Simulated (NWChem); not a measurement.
CH5NSi, singlet; SMILES C[Si]N

```xyz
8

Si    -0.7075    -0.1049     0.0000
C      0.4244     1.4579     0.0000
H      0.1900     2.0818    -0.8743
H      1.5040     1.2579    -0.0037
H      0.1953     2.0777     0.8786
N      0.5213    -1.3185     0.0000
H      1.5252    -1.1608    -0.0002
H      0.2943    -2.3066     0.0001
```
Atoms are numbered in this order, from 1.

Results from NWChem. Low-valent species are run as closed-shell singlets; no triplet was tried in these runs. The geometry was optimised at B3LYP/6-31G* (spherical d).

### Question
Taking PBE/def2-TZVPP as the yardstick, which of these has the fewest basis functions while keeping “dipole (D)” within 0.2 D of it: PBE/def2-TZVPD; PBE/def2-SVP; PBE/def2-SVPD; PBE/STO-3G; PBE/def2-TZVP?

### Answer
PBE/def2-SVPD.
```csv
level,basis functions,dipole (D)
PBE/STO-3G,24,1.61
PBE/def2-SVP,71,2.22
PBE/def2-SVPD,104,1.95
PBE/def2-TZVP,129,1.96
PBE/def2-TZVPD,162,1.89
PBE/def2-TZVPP,174,1.94
```

The yardstick is one finite set, not the basis-set limit.
